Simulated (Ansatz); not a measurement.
The lowest singlet and triplet of CF2 (SMILES F[C]F); geometries from B3LYP-D3(BJ)/def2-TZVP, each state relaxed from the structure named, with no frequency check.
Singlet (charge 0, multiplicity 1):
```xyz
3

F     -1.03221    -0.20008     0.00000
C     -0.00064     0.59688     0.00000
F      1.03264    -0.19785     0.00000
```
Triplet (charge 0, multiplicity 3):
| atom | x (Å) | y (Å) | z (Å) |
|---|---|---|---|
| F | -1.1387 | -0.1668 | 0.0000 |
| C | -0.0005 | 0.4971 | 0.0000 |
| F | 1.1390 | -0.1646 | 0.0000 |

```json
[
 {"level": "R-HF/cc-pVDZ", "gap E(singlet) − E(triplet), adiabatic (kJ/mol)": "-134.7", "cost": "-"},
 {"level": "R-HF/cc-pVQZ", "gap E(singlet) − E(triplet), adiabatic (kJ/mol)": "-134.2", "cost": "-"},
 {"level": "U-r2SCAN/def2-TZVPP", "gap E(singlet) − E(triplet), adiabatic (kJ/mol)": "-188.7", "cost": "×3"},
 {"level": "U-B3LYP/def2-TZVPP", "gap E(singlet) − E(triplet), adiabatic (kJ/mol)": "-219.7", "cost": "×1"},
 {"level": "R-PBE0/def2-TZVPP", "gap E(singlet) − E(triplet), adiabatic (kJ/mol)": "-203.4", "cost": "×1"},
 {"level": "U-BHLYP/def2-TZVPP", "gap E(singlet) − E(triplet), adiabatic (kJ/mol)": "-208.7", "cost": "×2"},
 {"level": "R-wB97X-V/def2-TZVPP", "gap E(singlet) − E(triplet), adiabatic (kJ/mol)": "-235.1", "cost": "×3"},
 {"level": "U-wB97X-V/def2-TZVPP", "gap E(singlet) − E(triplet), adiabatic (kJ/mol)": "-235.1", "cost": "×4"},
 {"level": "R-wB97M-V/def2-TZVPP", "gap E(singlet) − E(triplet), adiabatic (kJ/mol)": "-251.3", "cost": "×3"},
 {"level": "R-MP2/cc-pVDZ", "gap E(singlet) − E(triplet), adiabatic (kJ/mol)": "-217.5", "cost": "-"},
 {"level": "U-MP2/cc-pVDZ (spin-contaminated)", "gap E(singlet) − E(triplet), adiabatic (kJ/mol)": "-206.2", "cost": "-"},
 {"level": "U-MP2/cc-pVQZ (spin-contaminated)", "gap E(singlet) − E(triplet), adiabatic (kJ/mol)": "-214.0", "cost": "-"},
 {"level": "R-SCS-MP2/cc-pVDZ", "gap E(singlet) − E(triplet), adiabatic (kJ/mol)": "-227.9", "cost": "-"},
 {"level": "R-CCSD/cc-pVTZ", "gap E(singlet) − E(triplet), adiabatic (kJ/mol)": "-227.0", "cost": "-"},
 {"level": "R-CCSD/cc-pVQZ", "gap E(singlet) − E(triplet), adiabatic (kJ/mol)": "-228.1", "cost": "-"},
 {"level": "U-CCSD(T)/cc-pVTZ (spin-contaminated)", "gap E(singlet) − E(triplet), adiabatic (kJ/mol)": "-235.5", "cost": "×10"},
 {"level": "R-CCSD(T)/cc-pVQZ", "gap E(singlet) − E(triplet), adiabatic (kJ/mol)": "-237.4", "cost": "×30"},
 {"level": "SC-NEVPT2 on SA-CASSCF(2,2)/cc-pVDZ", "gap E(singlet) − E(triplet), adiabatic (kJ/mol)": "-214.6", "cost": "-"},
 {"level": "FIC-NEVPT4(SD) on SA-CASSCF(2,2)/cc-pVTZ", "gap E(singlet) − E(triplet), adiabatic (kJ/mol)": "-232.1", "cost": "-"},
 {"level": "FIC-MRCISD+Q on SA-CASSCF(2,2)/cc-pVQZ", "gap E(singlet) − E(triplet), adiabatic (kJ/mol)": "-232.0", "cost": "-"}
]
```

The rows run from -251.3 (R-wB97M-V/def2-TZVPP) to -134.2 kJ/mol (R-HF/cc-pVQZ). In cc-pVQZ the value moves R-HF -134.2, R-CCSD -228.1, R-CCSD(T) -237.4, a shift of -103.2 from R-HF to R-CCSD(T). From cc-pVDZ (spin-contaminated) to cc-pVQZ (spin-contaminated) U-MP2 changes by -7.8. The 3 R-functionals in def2-TZVPP without D3 or D4 span 47.8, from R-wB97M-V to R-PBE0.

A positive gap puts the triplet lower; no zero-point energy. R- takes a restricted singlet. U- takes an unrestricted singlet (broken symmetry where lower, unprojected). The triplet is unrestricted in single-reference levels. Active spaces average the two states.

Correlated levels freeze the cores.

Doubts at one or more of the structures used: a restricted determinant that unrestricted orbitals would lower (R-HF/cc-pVDZ, R-HF/cc-pVQZ, R-MP2/cc-pVDZ, R-SCS-MP2/cc-pVDZ, R-CCSD/cc-pVTZ, R-CCSD/cc-pVQZ, R-CCSD(T)/cc-pVQZ).

Programs: Ansatz (Gaussian orbitals). 

Costs are rough ratios of core time to R-PBE/def2-TZVPP (about 1.5 s over the structures, on one shared machine); a dash marks a level with no comparable run of its own. 

Measured: singlet 1A1 below triplet 3B1 by 18887 cm-1 = 54.0 kcal/mol (with zero-point energy) [NIST CCCBDB].

Ansatz is a quantum-chemistry and plane-wave program.
